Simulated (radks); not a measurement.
Values are calculated unless marked as measured or tabulated.
Q: Isoelectronic series with 56 electrons, each ion in its NIST ground configuration. Code: a radial shooting solver on a logarithmic mesh with Libxc functionals. Model: scalar-relativistic Kohn-Sham, PBEsol, spin-polarised, spherical densities, point nucleus; open shells are filled with parallel spins first (spin-orbit coupling, left out, can overturn this in heavy ions). Total energies (hartree) and mean radii <r> (bohr):

| ion | configuration | E (hartree) | 4d | 4p | 4s |
|---|---|---|---|---|---|
| Ba | [Xe] 6s2 | -8132.3619 | 0.8007 | 0.7158 | 0.6741 |
| La+ | [Xe] 5d2 | -8489.8040 | 0.7679 | 0.6933 | 0.6543 |
| Ce2+ | [Xe] 4f2 | -8856.5433 | 0.7499 | 0.6772 | 0.6389 |
| Pr3+ | [Xe] 4f2 | -9232.5278 | 0.7231 | 0.6580 | 0.6216 |
| Nd4+ | [Xe] 4f2 | -9617.5886 | 0.6977 | 0.6394 | 0.6050 |
| Pm5+ | [Kr] 4d10 4f3 5s2 5p5 | -10011.4888 | 0.6793 | 0.6243 | 0.5907 |
| Sm6+ | [Kr] 4d10 4f4 5s2 5p4 | -10414.8957 | 0.6620 | 0.6099 | 0.5771 |
| Eu7+ | [Kr] 4d10 4f5 5s2 5p3 | -10827.9232 | 0.6457 | 0.5962 | 0.5641 |
| Tb9+ | [Kr] 4d10 4f6 5s2 5p2 | -11682.7061 | 0.6109 | 0.5685 | 0.5384 |
| Dy10+ | [Kr] 4d10 4f8 5s2 | -12124.5991 | 0.6006 | 0.5585 | 0.5282 |
| Ho11+ | [Kr] 4d10 4f8 5s2 | -12576.5106 | 0.5835 | 0.5452 | 0.5160 |
| Er12+ | [Kr] 4d10 4f8 5s2 | -13038.1153 | 0.5672 | 0.5323 | 0.5041 |
| Tm13+ | [Kr] 4d10 4f9 5s1 | -13508.8226 | 0.5555 | 0.5219 | 0.4940 |
| Yb14+ | [Kr] 4d10 4f10 | -13989.5214 | 0.5437 | 0.5117 | 0.4841 |
| Lu15+ | [Kr] 4d10 4f10 | -14481.1388 | 0.5295 | 0.5002 | 0.4735 |
| Hf16+ | [Kr] 4d10 4f10 | -14982.7987 | 0.5160 | 0.4892 | 0.4631 |
| Ta17+ | [Kr] 4d10 4f10 | -15494.5868 | 0.5031 | 0.4785 | 0.4532 |
| W18+ | [Kr] 4d10 4f10 | -16016.5926 | 0.4909 | 0.4682 | 0.4435 |

Estimate the row of Gd8+ ([Kr] 4d10 4f6 5s2 5p2).

A: E (hartree) -11250.4265; 4d 0.6299; 4p 0.5831; 4s 0.5517.
